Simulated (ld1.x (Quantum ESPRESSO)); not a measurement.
# I (Z = 53): one change to a TM potential, before and after

ld1.x (Quantum ESPRESSO) 7.5 input, shortened:

```
&input
   title='I', zed=53., rel=1, dft='PBE', iswitch=3,
   config='[Kr] 4d10 5s1 5p6'
 /
 &inputp
   pseudotype=2, tm=.true., lloc=0,
   nlcc=.true., rcore=1.45
 /
2
5P  2  1   6.00   0.00  2.20  2.20  0.0
5S  1  0   1.00   0.00  1.60  1.60  0.0
 &test
   configts(1)='5s1 5p6'
 /
```

Change: functional LDA (PZ).

Cutoffs: the cutoffs (Ry, on a coarse ladder) from which the occupation-weighted sum of valence levels, in a spherical-Bessel basis at the reference potential, stays within 10 and 1 mRy of its value at 400 Ry; they do not see the model core or the augmentation charge, which bear on the density cutoff. Errors are all-electron minus pseudo energies relative to the spin-unpolarised reference configuration.

Q: How do hardness, ghosts and transferability respond?

A: The potential gets neither clearly harder nor softer (30 Ry and 55 Ry → 30 Ry and 55 Ry); the number of tests with a reliable result goes from 7 to 9; of the 7 tests that both files solve, the error grows in 0 and shrinks in 6 by more than 15 % and 0.3 meV (median size 9.7 → 7.4 meV); neither file shows a bound ghost.

| quantity | base | changed |
| --- | --- | --- |
| cutoff, loose | 30 Ry | 30 Ry |
| cutoff, tight | 55 Ry | 55 Ry |
| bound ghosts | none | none |
| error for 5s2 5p5, meV [ΔE -10.41 → -10.51 eV] | -8.1 | -6.2 |
| error for 5s2 5p4, meV [ΔE 0.72 → 0.79 eV] | -9.7 | -7.4 |
| error for 5s2 5p3, meV [ΔE 20.56 → 20.86 eV] | -14 | -11 |
| error for 5s2 5p4.5, meV [ΔE -5.88 → -5.90 eV] | -9.0 | -7.0 |
| error for 5s1 5p5, meV [ΔE 11.70 → 11.86 eV] | -3.0 | -3.3 |
| error for 5s2 5p2, meV [ΔE 49.89 → 50.47 eV] | -35 | -29 |
| error for 5s2 5p1, meV [ΔE 89.32 → 90.27 eV] | -99 | -82 |
| s: phases at 2.40 bohr within 0.05 rad from the reference energy up to (Ry; the scan ends near 5) | 2.5 | 2.4 |
| p: phases at 2.40 bohr within 0.05 rad from the reference energy up to (Ry; the scan ends near 5) | 4.0 | 4.0 |
